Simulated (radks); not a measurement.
The numbers below are computed, except where a source is named.
Problem. Ionisation of the arsenic ion As+, [Ar] 3d10 4s2 4p2, to As2+, [Ar] 3d10 4s2 4p1, under several functionals. Scalar-relativistic Kohn-Sham, spin-polarised, spherical densities, point nucleus; open shells are filled with parallel spins first; a radial shooting solver on a logarithmic mesh with Libxc functionals. Known Delta-SCF values: SOGGA 18.503 eV; PBEsol 18.593 eV; LDA (Slater exchange, Perdew-Wang correlation) 18.692 eV. What does exchange-only LDA give, and what is its highest occupied eigenvalue?

Solution. 17.705 eV by Delta-SCF; the 4p eigenvalue is -13.242 eV. NIST: 18.589 eV (measured).
